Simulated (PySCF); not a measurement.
SMILES c1ccc2cc3ccccc3cc2c1 (C₁₄H₁₀), singlet (GFN2-xTB optimised geometry):

```
24

C      2.827     2.389     0.000
C      3.516     1.157     0.000
C      2.828    -0.017     0.000
C      1.410    -0.031     0.000
C      0.680    -1.217     0.000
C     -0.712    -1.217     0.000
C     -1.467    -2.418     0.000
C     -2.827    -2.389     0.000
C     -3.516    -1.157     0.000
C     -2.828     0.018     0.000
C     -1.410     0.031     0.000
C     -0.680     1.217     0.000
C      0.712     1.217     0.000
C      1.467     2.418     0.000
H      3.395     3.308     0.000
H      4.596     1.159     0.000
H      3.350    -0.964     0.000
H      1.208    -2.161     0.000
H     -0.934    -3.359     0.000
H     -3.395    -3.308     0.000
H     -4.596    -1.159     0.000
H     -3.350     0.964     0.000
H     -1.208     2.161     0.000
H      0.934     3.359     0.000
```

Calculation: B3LYP/def2-SVP (PySCF 2.14.0).

### Question
What are the frontier orbital energies and the dipole moment?

### Answer
HOMO-2 -7.18 eV, HOMO-1 -6.75 eV, HOMO -5.46 eV, LUMO -1.88 eV, LUMO+1 -0.49 eV; dipole moment 0.00 D.

On the same geometry PBE/def2-SVP in PySCF gives HOMO-2 -6.41 eV, HOMO-1 -6.13 eV, HOMO -4.90 eV, LUMO -2.50 eV, LUMO+1 -1.19 eV; dipole moment 0.00 D.

Meta-Löwdin charges at B3LYP/def2-SVP: C1 -0.10, C2 -0.10, C3 -0.10, C4 0.01, C5 -0.11, C6 0.01, C7 -0.10, C8 -0.10, C9 -0.10, C10 -0.10, C11 0.01, C12 -0.11, C13 0.01, C14 -0.10, H15 0.10, H16 0.10, H17 0.10, H18 0.10, H19 0.10, H20 0.10, H21 0.10, H22 0.10, H23 0.10, H24 0.10.
